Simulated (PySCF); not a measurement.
C6H7Cl3Si2, SMILES [SiH3]c1ccccc1[Si](Cl)(Cl)Cl (GFN2-xTB optimised geometry):

```
18

Si    -2.079    -1.938     0.014
C     -0.993    -0.382     0.000
C     -1.652     0.844     0.009
C     -0.972     2.047     0.013
C      0.411     2.044     0.006
C      1.089     0.840     0.000
C      0.413    -0.382     0.000
Si     1.448    -1.969    -0.020
Cl     1.375    -2.856    -1.842
Cl     0.830    -3.289     1.388
Cl     3.388    -1.539     0.371
H     -3.388    -1.542    -0.510
H     -2.222    -2.402     1.395
H     -1.517    -2.980    -0.842
H     -2.733     0.853     0.011
H     -1.517     2.980     0.020
H      0.962     2.973     0.005
H      2.169     0.849    -0.003
```

Method: B3LYP/def2-SVP (PySCF).

### Question
What are the frontier orbital energies and the dipole moment?

### Answer
HOMO-2 -8.47 eV, HOMO-1 -7.53 eV, HOMO -7.43 eV, LUMO -1.34 eV, LUMO+1 -0.76 eV; dipole moment 2.22 D.

Meta-Löwdin charges at B3LYP/def2-SVP: Si1 0.50, C2 -0.20, C3 -0.09, C4 -0.09, C5 -0.09, C6 -0.09, C7 -0.23, Si8 0.90, Cl9 -0.25, Cl10 -0.24, Cl11 -0.25, H12 -0.11, H13 -0.10, H14 -0.10, H15 0.10, H16 0.11, H17 0.11, H18 0.11.
